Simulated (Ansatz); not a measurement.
`OCNBCl` + `C[SiH2]N` → `C[SiH2]NCO` + `NBCl`  (substitution at a C–N bond)

Gas-phase electronic energies from Ansatz, PBE0-D4/def2-TZVP geometries. CBS: MP2 limit from def2 TZ/QZ plus the TZ coupled-cluster correction, frozen cores. Each species was taken in one conformer, which may not be the lowest.

```json
{"species": "`OCNBCl`", "CCSD/CBS(def2) energy (Eh)": "-655.54609"}
{"species": "`C[SiH2]N`", "CCSD/CBS(def2) energy (Eh)": "-386.06247"}
{"species": "`C[SiH2]NCO`", "CCSD/CBS(def2) energy (Eh)": "-500.46566"}
{"species": "`NBCl`", "CCSD/CBS(def2) energy (Eh)": "-541.14578"}
```

Problem. Work out ΔE.

Solution. ΔE = (-500.46566) + (-541.14578) − (-655.54609) − (-386.06247) = -0.00288 Eh = -1.8 kcal/mol. CCSD(T)/CBS gives -1.8 kcal/mol.

Largest T1 diagnostic among the species: 0.011.
